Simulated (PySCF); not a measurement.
Mg(I)(SMe) (CH₃IMgS), SMILES C[S][Mg][I].

The structure is a stationary point at PBE0-D3(BJ)/def2-SVP. The def2 effective core potentials stand for the cores of I; spin–orbit coupling is left out. Other conformers were not sampled.

Two levels are set side by side: TDDFT-PBE/def2-SVPD (PySCF) and TDDFT-LC-ωPBE/def2-SVPD (PySCF). Vertical, same geometry. The lowest singlet is HOMO→LUMO 100 % with PBE and HOMO→LUMO 88 % with the other functional; states are paired by order. Differences are taken from unrounded values.

| quantity | TDDFT-LC-ωPBE | TDDFT-PBE | TDDFT-PBE minus TDDFT-LC-ωPBE |
|---|---|---|---|
| lowest singlet excitation (eV) | 4.72 | 3.37 | -1.35 |
| lowest triplet excitation (TDA) (eV) | 4.42 | 3.15 | -1.27 |
| first bright state (f over 0.05) (eV) | 5.58 | 4.92 | -0.66 |
| its oscillator strength | 0.05 | 0.11 | 0.06 |

Functionals without exact exchange tend to place singlet excitations lower, as here. Differences between two approximate levels are no errors against the true value.

Rough cost on one machine, each run with all the roots and properties that it gave: TDDFT-LC-ωPBE against TDDFT-PBE about 7 times.
